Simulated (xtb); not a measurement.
A run for xtb: GFN2-xTB on stibine (SMILES [SbH3]), a point of a bond scan (R = 3.428 Å).

```
$ xtb mol.xyz --gfn 2 --sp --chrg 0 --uhf 0
4

Sb     0.00013491    -0.00052872     0.05360827
H     -1.80759891    -2.16630418    -1.89330027
H     -0.49764804     1.33580031    -0.89700800
H      1.39449968    -0.22541911    -0.91716752
```

Output:

```
[...]
           -------------------------------------------------
          |                Calculation Setup                |
           -------------------------------------------------



molecular fragmentation (1/2 indicates fragments):
1211
# atoms in fragment 1/2:     3     1
 fragment masses (1/2) :      123.78        1.01
CMA distance (Bohr)    :   6.479
constraining FC (au)   :  0.0500

           -------------------------------------------------
          |                 G F N 2 - x T B                 |
           -------------------------------------------------

        Reference                      10.1021/acs.jctc.8b01176
      * Hamiltonian:
        H0-scaling (s, p, d)           1.850000    2.230000    2.230000
        zeta-weighting                 0.500000
      * Dispersion:
        s8                             2.700000
        a1                             0.520000
        a2                             5.000000
        s9                             5.000000
      * Repulsion:
        kExp                           1.500000    1.000000
        rExp                           1.000000
      * Coulomb:
        alpha                          2.000000
        third order                    shell-resolved
        anisotropic                    true
        a3                             3.000000
        a5                             4.000000
        cn-shift                       1.200000
        cn-exp                         4.000000
        max-rad                        5.000000


          ...................................................
          :                      SETUP                      :
          :.................................................:
          :  # basis functions                  13          :
          :  # atomic orbitals                  12          :
          :  # shells                            6          :
          :  # electrons                         8          :
          :  max. iterations                   250          :
          :  Hamiltonian                  GFN2-xTB          :
          :  restarted?                      false          :
          :  GBSA solvation                  false          :
          :  PC potential                    false          :
          :  electronic temp.          300.0000000     K    :
          :  accuracy                    1.0000000          :
          :  -> integral cutoff          0.2500000E+02      :
          :  -> integral neglect         0.1000000E-07      :
          :  -> SCF convergence          0.1000000E-05 Eh   :
          :  -> wf. convergence          0.1000000E-03 e    :
          :  Broyden damping             0.4000000          :
          :  net charge                          0          :
          :  unpaired electrons                  0          :
          ...................................................

 iter      E             dE          RMSdq      gap      omega  full diag
   1     -3.3919591 -0.339196E+01  0.129E+01    2.76       0.0  T
   2     -3.1741416  0.217817E+00  0.150E+01    2.11       1.0  T
   3     -3.5052356 -0.331094E+00  0.873E+00    1.25       1.0  T
   4     -3.4853081  0.199275E-01  0.991E+00    0.41       1.0  T
   5     -3.4829709  0.233720E-02  0.960E+00    0.41       1.0  T
   6     -3.5283371 -0.453662E-01  0.790E+00    0.89       1.0  T
   7     -3.5859489 -0.576118E-01  0.391E+00    0.48       1.0  T
   8     -3.5783834  0.756553E-02  0.447E+00    0.51       1.0  T
   9     -3.5787647 -0.381343E-03  0.449E+00    0.51       1.0  T
  10     -3.6056807 -0.269159E-01  0.235E+00    0.35       1.0  T
  11     -3.6074491 -0.176842E-02  0.218E+00    0.40       1.0  T
  12     -3.6158284 -0.837933E-02  0.345E-01    0.36       1.0  T
  13     -3.6158560 -0.275585E-04  0.342E-01    0.37       1.0  T
  14     -3.6160313 -0.175314E-03  0.114E-01    0.36       1.0  T
  15     -3.6160588 -0.275697E-04  0.130E-02    0.36       3.8  T
  16     -3.6160499  0.889464E-05  0.686E-02    0.36       1.0  T
  17     -3.6160581 -0.816405E-05  0.220E-02    0.36       2.3  T
  18     -3.6160586 -0.533760E-06  0.141E-02    0.36       3.6  T
  19     -3.6160590 -0.365862E-06  0.196E-03    0.36      25.5  T
  20     -3.6160590 -0.740404E-08  0.284E-04    0.36     176.2  T
  21     -3.6160590 -0.112238E-09  0.174E-04    0.36     286.6  T

   *** convergence criteria satisfied after 21 iterations ***

         #    Occupation            Energy/Eh            Energy/eV
      -------------------------------------------------------------
         1        2.0000           -0.8252272             -22.4556
         2        2.0000           -0.4477557             -12.1841
         3        2.0000           -0.4172740             -11.3546
         4        1.9982           -0.3454321              -9.3997 (HOMO)
         5        0.0018           -0.3321070              -9.0371 (LUMO)
         6                         -0.2308474              -6.2817
         7                         -0.1418051              -3.8587
         8                         -0.0510854              -1.3901
         9                         -0.0486842              -1.3248
       ...                                ...                  ...
        12                          0.5240754              14.2608
      -------------------------------------------------------------
                  HL-Gap            0.0133252 Eh            0.3626 eV
             Fermi-level           -0.3387696 Eh           -9.2184 eV

 SCC (total)                   0 d,  0 h,  0 min,  0.004 sec
 SCC setup                      ...        0 min,  0.000 sec (  4.359%)
 Dispersion                     ...        0 min,  0.000 sec (  1.196%)
 classical contributions        ...        0 min,  0.000 sec (  0.879%)
 integral evaluation            ...        0 min,  0.000 sec (  9.585%)
 iterations                     ...        0 min,  0.003 sec ( 71.180%)
 molecular gradient             ...        0 min,  0.000 sec (  9.945%)
 printout                       ...        0 min,  0.000 sec (  2.470%)

         :::::::::::::::::::::::::::::::::::::::::::::::::::::
         ::                     SUMMARY                     ::
         :::::::::::::::::::::::::::::::::::::::::::::::::::::
         :: total energy              -3.610678543269 Eh    ::
         :: gradient norm              0.026948921570 Eh/a0 ::
         :: HOMO-LUMO gap              0.362595957963 eV    ::
         ::.................................................::
         :: SCC energy                -3.616058724599 Eh    ::
         :: -> isotropic ES            0.017804541695 Eh    ::
         :: -> anisotropic ES          0.001518809708 Eh    ::
         :: -> anisotropic XC          0.001622147281 Eh    ::
         :: -> dispersion             -0.001708707990 Eh    ::
         :: repulsion energy           0.005380181330 Eh    ::
         :: add. restraining           0.000000000000 Eh    ::
         :: total charge               0.000000000000 e     ::
         :::::::::::::::::::::::::::::::::::::::::::::::::::::

           -------------------------------------------------
          |                Property Printout                |
           -------------------------------------------------

    * Orbital Energies and Occupations

         #    Occupation            Energy/Eh            Energy/eV
      -------------------------------------------------------------
         1        2.0000           -0.8252272             -22.4556
         2        2.0000           -0.4477557             -12.1841
         3        2.0000           -0.4172740             -11.3546
         4        1.9982           -0.3454321              -9.3997 (HOMO)
         5        0.0018           -0.3321070              -9.0371 (LUMO)
Note: The following floating-point exceptions are signalling: IEEE_UNDERFLOW_FLAG IEEE_DENORMAL
normal termination of xtb
         6                         -0.2308474              -6.2817
         7                         -0.1418051              -3.8587
         8                         -0.0510854              -1.3901
         9                         -0.0486842              -1.3248
        10                         -0.0432219              -1.1761
        11                          0.2862121               7.7882
        12                          0.5240754              14.2608
      -------------------------------------------------------------
                  HL-Gap            0.0133252 Eh            0.3626 eV
             Fermi-level           -0.3387696 Eh           -9.2184 eV

     #   Z          covCN         q      C6AA      α(0)
     1  51 Sb       1.872     0.327   396.266    38.980
     2   1 H        0.000    -0.226    32.480    10.421
     3   1 H        0.936    -0.050     4.100     3.166
     4   1 H        0.936    -0.050     4.100     3.166

 Mol. C6AA /au·bohr⁶  :        875.372775
 Mol. C8AA /au·bohr⁸  :      57519.273380
 Mol. α(0) /au        :         55.731922


Wiberg/Mayer (AO) data.
largest (>0.10) Wiberg bond orders for each atom

 ---------------------------------------------------------------------------
     #   Z sym  total        # sym  WBO       # sym  WBO       # sym  WBO
 ---------------------------------------------------------------------------
     1  51 Sb   2.879 --     4 H    0.968     3 H    0.968     2 H    0.943
     2   1 H    0.945 --     1 Sb   0.943
     3   1 H    0.997 --     1 Sb   0.968
     4   1 H    0.997 --     1 Sb   0.968
 ---------------------------------------------------------------------------

Topologies differ in total number of bonds
Writing topology from bond orders to xtbtopo.mol

molecular dipole:
                 x           y           z       tot (Debye)
 q only:        0.688       0.821       1.016
   full:        0.829       0.989       1.208       4.492
molecular quadrupole (traceless):
                xx          xy          yy          xz          yz          zz
 q only:        0.621      -4.484      -1.011      -3.925      -4.706       0.389
  q+dip:        0.538      -4.066      -0.942      -3.551      -4.258       0.403
   full:        1.031      -4.651      -0.678      -3.476      -4.145      -0.352


           -------------------------------------------------
          | TOTAL ENERGY               -3.610678543269 Eh   |
          | GRADIENT NORM               0.026948921570 Eh/α |
          | HOMO-LUMO GAP               0.362595957963 eV   |
           -------------------------------------------------

------------------------------------------------------------------------
------------------------------------------------------------------------
 total:
 SCF:
```

The run finished.

Cost: very roughly 0.07 core-seconds.
